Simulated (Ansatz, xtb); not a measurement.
# Relative energy of two isomers of CH8BF3Si3

We compare I, `B[SiH]([SiH3])[SiH2]C(F)(F)F`, a singlet, with II, `B[SiH2][SiH]([SiH3])C(F)(F)F`, a singlet. Both are isolated molecules in the gas phase, relaxed with PBE0-D3(BJ)/def2-SVP, each in the lowest conformer that the search found.

Q: Estimate E(II) − E(I) at the level CCSD(T)/def2-SVP + ΔMP2/def2-TZVPP.

A: CCSD(T)/def2-SVP + ΔMP2/def2-TZVPP gives E(II) − E(I) = +0.024 eV, slightly favouring structure I, which is too small a margin to settle the true order.

The same difference at several levels:

```csv
level,geometry,E(II) − E(I) (eV),departure from the last row (eV),"job, with rough time for the two"
PBE0-D3(BJ)/def2-SVP,PBE0-D3(BJ)/def2-SVP,+0.038,+0.013,"optimisation, 4.9 min"
HF/def2-SVP,PBE0-D3(BJ)/def2-SVP,+0.074,+0.050,part of the CCSD(T) run
MP2/def2-SVP,PBE0-D3(BJ)/def2-SVP,+0.046,+0.022,part of the CCSD(T) run
CCSD(T)/def2-SVP,PBE0-D3(BJ)/def2-SVP,+0.035,+0.011,single point
CCSD(T)/def2-SVP + ΔMP2/def2-TZVPP,PBE0-D3(BJ)/def2-SVP,+0.024,,"single point, 3.5 min"
```

As drawn, both hold the same kinds of bond in the same numbers.

The largest departure from CCSD(T)/def2-SVP + ΔMP2/def2-TZVPP is that of HF/def2-SVP, 0.050 eV. No reliable frequencies are at hand for II, so it isn't confirmed as a minimum. Levels run at GFN2-xTB geometries aren't shown. The last row adds to CCSD(T) the change of the MP2 difference between the two basis sets, here −0.011 eV.

The correlated steps freeze 20 core orbitals. Codes used: Ansatz 0.2.0, xtb 6.7.1; the last row on 2 threads of Intel(R) Xeon(R) Processor @ 2.70GHz on a shared host.
